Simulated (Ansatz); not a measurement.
Species: SbH, net charge 0, triplet state. 
Structure (B3LYP-D3(BJ)/def2-TZVP (Ansatz, a program for electronic structure) minimum search):
```xyz
2

Sb     0.0000     0.0000    -0.0331
H      0.0000     0.0000     1.6894
```
Charge 0, spin multiplicity 3.

Property: vertical electron affinity (to the doublet state of charge -1; a negative value means that the extra electron is unbound and the number depends on the basis; each state is the SCF solution reached for its spin), in eV. Valence correlation only, unless marked. Open shells are spin-unrestricted. No spin-orbit coupling. Frozen are the shells of the preceding noble gas and the d and f shells that filled before the atom's block. Past Kr the def2 sets carry scalar-relativistic core potentials. Anions need diffuse functions: def2-D sets add few. CBS marks a two-point X^-3 extrapolation of the correlation energy; Hartree-Fock from the larger set.

| level | program | vertical electron affinity (eV) | minus last row |
|---|---|---|---|
| CAM-B3LYP/def2-TZVPD | Ansatz | 1.09 | 0.01 |
| wB97M-V/def2-TZVPD | Ansatz | 1.01 | -0.07 |
| wB97X/def2-TZVPD | Ansatz | 1.20 | 0.12 |
| CCSD/def2-QZVPPD | Ansatz | 0.95 | -0.13 |
| CCSD/CBS(def2-TZVPPD,def2-QZVPPD) | Ansatz | 1.01 | -0.07 |
| CCSD(T)/def2-QZVPPD | Ansatz | 1.01 | -0.07 |
| CCSD(T)/CBS(def2-TZVPPD,def2-QZVPPD) | Ansatz | 1.08 | 0.00 |
